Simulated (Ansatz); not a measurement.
Reactions of `N[SiH]1[O][GeH2]1`.

Computed with Ansatz on PBE0-D4/def2-TZVP structures; ΔE is electronic, products minus reactants. CCSD(T)/CBS adds triple-zeta CCSD(T) − MP2 to the extrapolated MP2 energy (def2 sets, frozen cores). This one scheme is used for every species, atoms too. For atomizations the MP2-based limit and the directly extrapolated one differ by several kJ/mol either way, and by 10 to 25 for some Ge, Se and Sn compounds, so smaller differences from it don't rank the levels. Open shells (•) are unrestricted, without spin–orbit coupling. Spin–orbit coupling would lower the free atoms: a little for O, Si; clearly for Ge. Bonds to Ge, Mg are less sure, by a few kJ/mol each and by 10 to 20 or more in all where they break to atoms, as the def2 sets lack core-valence functions. Scalar relativity is left out up to krypton. Each species was taken in one conformer, which may not be the lowest.

**Question.** Order these by ΔE at CCSD(T)/CBS, lowest first. (Best estimate.)
A. `N[SiH]1[O][GeH2]1` + H₂O → `O[SiH]1[O][GeH2]1` + NH₃
B. `N[SiH]1[O][GeH2]1` → Ge• + 5 H• + N• + O• + Si•
C. `N[SiH]1[O][GeH2]1` → `O[SiH]1[NH][GeH2]1`
D. `N[SiH]1[O][GeH2]1` → `[NH2][Ge][O][SiH3]`
E. `N[SiH]1[O][GeH2]1` → `[NH2][GeH]1[O][SiH2]1`
F. `N[SiH]1[O][GeH2]1` + `[F][Mg][SH]` → `F[SiH]1[O][GeH2]1` + `[NH2][Mg][SH]`
G. `N[SiH]1[O][GeH2]1` + H–F → `F[SiH]1[O][GeH2]1` + NH₃

**Answer.** D (-83.7 kJ/mol), G (-68.1 kJ/mol), A (-29.7 kJ/mol), C (+29.4 kJ/mol), F (+50.1 kJ/mol), E (+63.3 kJ/mol), B (+2945.5 kJ/mol).

Largest T1 diagnostic: 0.014, for `F[SiH]1[O][GeH2]1`.
